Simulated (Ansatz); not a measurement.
Two structures of SnH5BrO, closed shell, reached by relaxing down either side of one saddle point (PBE0-D4/def2-TZVP). Energies are electronic, without zero-point energy. Computed with Ansatz 0.2.0 (basis: def2-TZVPP and def2-QZVPP); correlated methods freeze the cores. Filled d shells of the heavier atoms are correlated. Core potentials replace the inner electrons of the atoms past krypton. The def2 sets are not built for correlating such inner shells, so the correlated values are less sure here. Extrapolation: Hartree–Fock as exp(−7.88 √X), correlation as X^−2.97. First:

Sn1  (-0.499, -1.121, -0.301)
Br2  (1.840, -1.050, 0.600)
H3  (-0.489, -0.352, -1.809)
H4  (-0.793, -2.797, -0.454)
H5  (-1.516, -0.439, 0.874)
H6  (1.165, 1.537, 0.247)
O7  (0.292, 1.880, 0.028)
H8  (0.000, 2.343, 0.816)
(Å)

Second:

```
atom    x (Å)    y (Å)    z (Å)
 Sn1  -1.0336  -0.5058  -0.3093
 Br2   3.0881   0.0509   0.0345
  H3  -0.4711  -0.8152  -1.8749
  H4  -0.8093  -1.7855   0.7890
  H5  -2.6119   0.1317  -0.2476
  H6   1.7131   0.5931   0.1781
  O7   0.1629   0.9855   0.2811
  H8  -0.0383   1.3452   1.1490
```

Task: Which bonds change from the first to the second?

Result: SnH₃Br ([Br][SnH3]) + H₂O → SnH₄O ([OH][SnH3]) + HBr; bonds formed: Sn1–O7, Br2–H6; bonds broken: Sn1–Br2, H6–O7.

Task: Give the saddle point's structure and its height above each. (To be estimated.)

Result: The calculation gives: 94.7 kJ/mol above the first and 8.3 kJ/mol above the second (CCSD(T) at an estimated basis limit (MP2 extrapolated from triple and quadruple zeta, plus CCSD(T) − MP2 in triple zeta)).
```
8
angstrom
Sn -0.8593 -0.5339 -0.3274
Br 2.6569 -0.3053 0.0098
H -0.3569 -0.7484 -1.9219
H -0.5148 -1.7575 0.7890
H -2.4503 0.0611 -0.1762
H 1.3437 0.6834 0.2194
O 0.1877 1.1322 0.2631
H -0.0071 1.4683 1.1442
```

T1 diagnostic: at most 0.011.

The step is the kind of ligand exchange by which a precursor binds to a hydroxyl group, or is hydrolysed, in atomic layer deposition of oxides.

Labels in which every atom is bracketed show which atoms are joined, not bond orders.

For scale, one of the runs: CCSD(T)/def2-TZVPP, 199 basis functions, launched by `ansatz run in.yaml --threads 4 --pin off --events-out ev --progress --plain --max-ram 9574MiB`. The run took 2.1 min on 4 CPU threads of an Arm Neoverse V1 (shared host), with 2.8 GiB of host memory at its peak.
